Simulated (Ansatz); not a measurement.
Abridged output of a molecular run in Ansatz:

```
Functional definition: HF
874 factors; integrals over basis functions are off by at most 1.2e-3 eV
mean field evaluation 1: about -24410.8022 eV, gradient 4.3e1 eV
mean field evaluation 2: about -24410.8067 eV, gradient 4.3e1 eV
mean field evaluation 4: about -24415.2792 eV, gradient 3.3e0 eV
mean field evaluation 8: about -24415.3508 eV, gradient 1.3e-1 eV
mean field evaluation 16: about -24415.3426 eV, gradient 5.3e-1 eV
mean field -24415.35097230 eV, -897.2475989127 hartree, gradient 2.0e-6 eV, S^2 0.000000; 0 other end points of the search recorded, 0 dependent functions left out
16 core orbitals not correlated: weight in the atoms' cores, before any rotation towards them, 1.000 or more for the frozen orbitals, at most 0.000 for the correlated occupied ones
reference -24415.35097230 eV, -897.2475989127 hartree; 11, 11 occupied and 66, 66 virtual orbitals, 874 factors
second order -11.98170875 eV of doubles, -0.00000000 eV of singles
cycle   1  -12.71213248 eV  change   -7.3e-1 eV  update   1.2e-1
cycle   2  -13.17977007 eV  change   -4.7e-1 eV  update   4.0e-2
cycle   3  -13.33270552 eV  change   -1.5e-1 eV  update   2.4e-2
cycle   4  -13.32501227 eV  change    7.7e-3 eV  update   6.2e-3
cycle   5  -13.32310557 eV  change    1.9e-3 eV  update   2.9e-3
cycle   6  -13.32368056 eV  change   -5.7e-4 eV  update   9.7e-4
cycle   7  -13.32335505 eV  change    3.3e-4 eV  update   4.4e-4
cycle   8  -13.32331079 eV  change    4.4e-5 eV  update   1.3e-4
cycle   9  -13.32338209 eV  change   -7.1e-5 eV  update   5.4e-5
cycle  10  -13.32337970 eV  change    2.4e-6 eV  update   2.0e-5
perturbative correction -0.40367302 eV, -0.0148347099 hartree
Total energy: -24429.07802502 eV, -897.7520587957 hartree
```

Its atoms:

Cartesian coordinates in Å:
```
Si 0.259 -1.742 -1.442
Al -0.017 0.252 -0.046
O -0.184 0.386 1.686
Si -0.273 2.037 1.349
H -0.812 -1.779 -2.475
H 1.574 -1.681 -2.138
H 0.196 -2.988 -0.633
H -1.564 2.670 1.741
H 0.821 2.844 1.958
```

(1) Which basis set was used?
A. def2-QZVPP
B. def2-SVPD
C. cc-pV(Q+d)Z
D. def2-SVP

(2) Write the keys of the input that set method, charge and spin (a neutral closed shell needs none for the last two).

## Answers

(1) D. It gives 93 functions.

(2) 
```yaml
correlation: {method: ccsd_t}
```
